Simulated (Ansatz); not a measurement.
A single point on CH$_{3}$FGeOS, SMILES `[F][GeH]1[O]C[S]1`.

```yaml
crystal:
  periodic: [false, false, false]
  atoms:
    - {symbol: F, position_ang: [-1.562518, 1.690363, 0.975349]}
    - {symbol: Ge, position_ang: [-0.020826, 1.098430, 0.461690]}
    - {symbol: O, position_ang: [0.141850, -0.637861, 0.836406]}
    - {symbol: C, position_ang: [0.143631, -1.142567, -0.484222]}
    - {symbol: S, position_ang: [0.068515, 0.351581, -1.591368]}
    - {symbol: H, position_ang: [0.988171, 2.049114, 1.103854]}
    - {symbol: H, position_ang: [1.062841, -1.694235, -0.689929]}
    - {symbol: H, position_ang: [-0.729463, -1.772025, -0.667682]}
basis:
  gaussian: {orbitals: def2-QZVPP}
correlation: {method: mp2}
```

```sh
$ ansatz run in.yaml --threads 4 --pin off --events-out ev --progress --plain --max-ram 10444MiB
```

Output, abridged:

```
Functional definition: HF
2635 factors; integrals over basis functions are off by at most 7.1e-4 eV
mean field evaluation 1: about -73114.0273 eV, gradient 4.4e1 eV
mean field evaluation 2: about -73114.2252 eV, gradient 4.5e1 eV
mean field evaluation 4: about -73118.0565 eV, gradient 3.8e0 eV
mean field evaluation 8: about -73118.1165 eV, gradient 3.8e-1 eV
mean field evaluation 16: about -73118.1173 eV, gradient 1.1e-6 eV
mean field -73118.11726969 eV, -2687.0412484211 hartree, gradient 1.1e-6 eV, S^2 0.000000; 0 other end points of the search recorded, 0 dependent functions left out
17 core orbitals not correlated: weight in the atoms' cores, before any rotation towards them, 1.000 or more for the frozen orbitals, at most 0.000 for the correlated occupied ones
reference -73118.11726969 eV, -2687.0412484211 hartree; 20, 20 occupied and 383, 383 virtual orbitals, 2635 factors
second order -38.15370623 eV of doubles, -0.00000000 eV of singles
Total energy: -73156.27097591 eV, -2688.4433712633 hartree
```

Run time 19 s (4 threads of an Arm Neoverse V1 on a shared host); peak host memory 2.3 GiB.
